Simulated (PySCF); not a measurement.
**C₆ coefficients of unlike pairs at UHF**

Calculated with PySCF 2.14 from the dipole response of each species, C₆(A,B) = (3/π) ∫ α_A(iu) α_B(iu) du, in atomic units, from isotropic polarisabilities. For ions this is the dispersion term alone; charge-induced terms of lower order in 1/R come first.

```json
{"species": "I", "configuration": "[Kr] 4d10 5s2 5p5 (2P)", "basis": "def2-QZVPPD with the def2 core potential (28 electrons) (8s7p5d4f1g)", "relativity": "core potential", "α (bohr³)": "31.88", "C₆ (like pair)": "344.4"}
{"species": "F³⁺", "configuration": "[He] 2s2 2p2 (3P)", "basis": "aug-cc-pVTZ (5s4p3d2f)", "relativity": "none", "α (bohr³)": "0.9768", "C₆ (like pair)": "0.8699"}
{"species": "Si⁺", "configuration": "[Ne] 3s2 3p1 (2P)", "basis": "aug-cc-pV(T+d)Z with one added diffuse shell each of s, p, d, f type (7s6p5d3f)", "relativity": "none", "α (bohr³)": "19.64", "C₆ (like pair)": "105.9"}
{"species": "K", "configuration": "[Ar] 4s1 (2S)", "basis": "aug-cc-pwCVTZ-X2C with one added diffuse shell each of s, p, d, f type (10s9p7d4f)", "relativity": "spin-free X2C", "α (bohr³)": "408.2", "C₆ (like pair)": "6431"}
```

Q: Estimate C₆ for K with F³⁺.

A: The integral gives 32.48. The combination rule 2 C_A C_B / (C_A α_B/α_A + C_B α_A/α_B) gives 29.53 and the geometric mean 74.80.

No spin-orbit coupling is included.

The other pairs:

```tsv
pair	C₆
K, I	946.0
Si⁺, I	189.4
K, Si⁺	565.3
Si⁺, F³⁺	8.004
F³⁺, I	15.50
```
